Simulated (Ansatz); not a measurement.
`B[SiH2][SiH2]O` + HBr → `B[SiH2]Br` + `O[SiH3]` at 500 K and 1 bar (cleavage of the Si–Si bond).

Isolated molecules relaxed with PBE0-D4/def2-TZVP in Ansatz; ΔE leaves out vibrations. CCSD(T)/CBS adds triple-zeta CCSD(T) − MP2 to the extrapolated MP2 energy (def2 sets, frozen cores). For Br outer-core shells are correlated without core-valence functions, which leaves a few kJ/mol of doubt a bond. Scalar relativity is left out up to krypton. Each species was taken in one conformer, which may not be the lowest.

| species | CCSD(T)/CBS energy (Eh) | H − E (kJ/mol) | S (J/(mol·K)) |
| --- | --- | --- | --- |
| `B[SiH2][SiH2]O` | -682.33401 | 231.5 | 437.9 |
| HBr | -2573.91920 | 30.5 | 213.7 |
| `B[SiH2]Br` | -2889.59767 | 134.3 | 366.5 |
| `O[SiH3]` | -366.69042 | 127.5 | 292.9 |

H − E and S are ideal-gas, rigid-rotor, harmonic terms from PBE0-D4/def2-TZVP, for one conformer and one mirror image of each species. 1 Eh = 2625.50 kJ/mol, R = 8.31446 J/(mol·K).

Question: By hand: ΔE, ΔH, ΔS and ΔG.

Answer: ΔE = (-2889.59767) + (-366.69042) − (-682.33401) − (-2573.91920) = -0.03488 Eh = -91.6 kJ/mol. Δ(H − E) = 134.3 + 127.5 − 231.5 − 30.5 = -0.2, so ΔH = -91.8 kJ/mol. ΔS = 366.5 + 292.9 − 437.9 − 213.7 = 7.8 J/(mol·K). ΔG = -91.8 − 500 × (7.8)/1000 = -95.7 kJ/mol.

Question: By hand: the equilibrium constant, and the temperature at which ΔG would vanish if ΔH and ΔS stayed fixed.

Answer: log₁₀ K = −ΔG/(RT ln 10) = 10.0. ΔH and −TΔS have one sign here, so there is no such temperature.

The number of gas molecules stays the same, so ΔS is small and ΔH decides. A doubt of 5 kJ/mol in ΔE shifts log₁₀ K by 0.5 here. Other conformers and mirror images would add mixing entropy, several J/(mol·K) or more a flexible species. Modes under 60 cm⁻¹, often nearly free rotors, make the harmonic entropy too high. These are equilibria of isolated gas molecules and say nothing of rates. Largest T1 diagnostic: 0.014 (customary marks: 0.02 for closed shells, 0.045 for open ones).

ΔS is within the doubt of such terms, so its sign, and with it that verdict, could turn.
